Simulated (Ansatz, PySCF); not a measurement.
Spin states of F2Ru (SMILES [F][Ru][F]), each relaxed with B3LYP-D3(BJ)/def2-TZVP.
State 1 (charge 0, multiplicity 5):
```xyz
3

Ru    -0.011     0.016    -0.023
F     -0.241     1.407    -1.264
F      0.218    -1.376     1.217
```
State 2 (charge 0, multiplicity 1):
```xyz
3

Ru     0.22816     0.17907     0.11555
F     -0.34777     1.25197    -1.26784
F      0.08635    -1.38378     1.08197
```

Singlets are restricted, other states unrestricted; no spin–orbit coupling, no relativity up to Kr; see below for the cores. The largest T1 diagnostic is 0.034.

Correlated levels freeze the inner cores; with def2 sets outer-core shells near the valence are correlated too. CBS: X⁻³ extrapolation of the correlation energy, Hartree–Fock from the larger set.

Programs: Ansatz (an electronic-structure program); PySCF for the dispersion terms. Values without a source in brackets are computed. In def2 rows elements past Kr take small-core potentials, without spin–orbit coupling.

PBE/def2-TZVPP gives 42.34 kcal/mol for the energy of the multiplicity-1 state less that of the multiplicity-5 state.

Q: How do the other levels lie against it? Give each less PBE: PBE-D3(BJ)/def2-TZVPP, r2SCAN/def2-TZVPP, B3LYP/def2-TZVPP, wB97M-V/def2-TZVPP, B2PLYP/def2-TZVPP, CCSD(T)/CBS(def2-SVP, def2-TZVPP).

A: PBE-D3(BJ)/def2-TZVPP -0.01; r2SCAN/def2-TZVPP 14.85; B3LYP/def2-TZVPP 2.34; wB97M-V/def2-TZVPP -1.58; B2PLYP/def2-TZVPP 5.13; CCSD(T)/CBS(def2-SVP, def2-TZVPP) 3.60 kcal/mol. 4 of 6 lie above PBE; the widest gap is to r2SCAN/def2-TZVPP.

Doubts at one or more of the structures used: a restricted determinant that unrestricted orbitals would lower (B2PLYP/def2-TZVPP, CCSD(T)/CBS(def2-SVP, def2-TZVPP)).
